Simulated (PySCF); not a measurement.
**Pr³⁷⁺: ionisation energy**

Pr³⁷⁺ [Ar] 3d4 [3d3/2^4, M_J = 0] → Pr³⁸⁺ [Ar] 3d3 [3d3/2^3, M_J = 3/2], as a difference of total energies. Computed with PySCF 2.14 in an uncontracted even-tempered set (16 s from 7.3 bohr⁻², ratio 2.8; 12 p from 9.5 bohr⁻², ratio 2.8; 8 d from 9.5 bohr⁻², ratio 2.8; 3 f from 32 bohr⁻², ratio 3), with the two-component X2C-1e Hamiltonian. Correlated levels: [Ne] frozen; the 74 highest virtual spinors dropped. "Screened" scales the spin-orbit matrix elements by Boettger's factors to mimic the two-electron term; Breit and QED terms are absent.

| method | ionisation energy (eV) |
| --- | --- |
| GHF (spin-free) | 2620.2 |
| GMP2 (spin-free) | 2620.3 |
| GHF (screened spin-orbit) | 2627.6 |
| GMP2 (screened spin-orbit) | 2628.7 |

Breit and QED terms and the two-electron picture change are absent.

The spin-free rows relax to the high-spin LS determinant and lack the spin-orbit shift.

The labels give the starting determinants; with spin-orbit coupling the two ends relaxed to ⟨J²⟩ = 0.00, ⟨L²⟩ = 2.42, ⟨S²⟩ = 2.42 and ⟨J²⟩ = 3.89, ⟨L²⟩ = 8.48, ⟨S²⟩ = 2.27.

For comparison: 2628 ± 4 eV (theoretical estimate listed by NIST; NIST Atomic Spectra Database, ionization energies).
